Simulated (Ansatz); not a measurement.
Basis sets compared for cis-Hf(H2O)2Br4 (HfBr₄O₂H₄). Charge 0, multiplicity 1. Geometry B3LYP-D4/def2-SVP. Ansatz on 4 threads of Arm Neoverse V1 on a shared host; times are rough, and most runs start from earlier orbitals.

```xyz
11

Br    1.039    1.680   -2.441
Br   -1.003    2.906    0.643
Br    2.137    0.638    1.162
Br   -2.134   -0.292   -1.297
Hf    0.006    0.798   -0.313
O    -0.797   -0.385    1.530
O     0.783   -1.333   -0.856
H    -1.755   -0.508    1.623
H    -0.404   -0.214    2.400
H     1.739   -1.498   -0.836
H     0.388   -1.793   -1.613
```

In the def2 sets Hf takes a core potential; there is no spin–orbit coupling. No other spin state of charge 0 was run.

Binding counts from free atoms (Br doublet, Hf triplet, O triplet, H doublet) in the same basis, without a counterpoise term.

```
           level  functions  energy (Eh)  HOMO (eV)  LUMO (eV)  binding per atom (eV)  wall time
 PBE-D4/def2-SVP        208  -10494.8166      -6.60      -2.58                   3.70        7 s
PBE0-D4/def2-SVP        208  -10495.1464      -7.88      -1.91                   3.61       12 s
```

(1) Estimate the rows for PBE-D4/def2-TZVP (with forces), PBE0-D4/def2-TZVP.

Results:

(1) 
| level | functions | energy (Eh) | HOMO (eV) | LUMO (eV) | binding per atom (eV) | wall time |
| --- | --- | --- | --- | --- | --- | --- |
| PBE-D4/def2-TZVP (with forces) | 318 | -10496.2571 | -6.73 | -2.71 | 3.67 | 11 s |
| PBE0-D4/def2-TZVP | 318 | -10496.5860 | -7.95 | -1.96 | 3.60 | 27 s |
